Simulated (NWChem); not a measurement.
System: SiHCl, singlet; SMILES [SiH]Cl

Input file for NWChem:

```
start job
memory heap 200 mb stack 700 mb global 900 mb
geometry units angstroms noautosym nocenter noautoz
  Si    -0.109798    -1.102813     0.000000
  H      1.413583    -1.315825     0.000000
  Cl    -0.011831     0.985160     0.000000
end
basis spherical
  * library cc-pvdz
end
dft
  xc m06-2x
  iterations 150
end
cosmo
  do_cosmo_smd true
  solvent water
end
task dft energy
```

Low-valent species are run as closed-shell singlets; no triplet was tried in these runs. Structure relaxed at the PBE0/def2-SVP level. Solvent: water.

Solvent water, SMD (1 M gas to 1 M solution), gas-phase geometry. Reactions with the solvent are ignored.

### Question
What results follow from this input? (M06-2X/cc-pVDZ, SMD on the gas-phase geometry.) Quantities: basis functions; solvation free energy (kcal/mol); cavity-dispersion-structure term (kcal/mol); dipole in solution (D).

### Answer
```
Item                                         Result
-------------------------------------------  ------
number of basis functions                        41
solvation free energy (kcal/mol)               -0.9
cavity-dispersion-structure term (kcal/mol)     0.9
dipole in solution (D)                         1.69
```
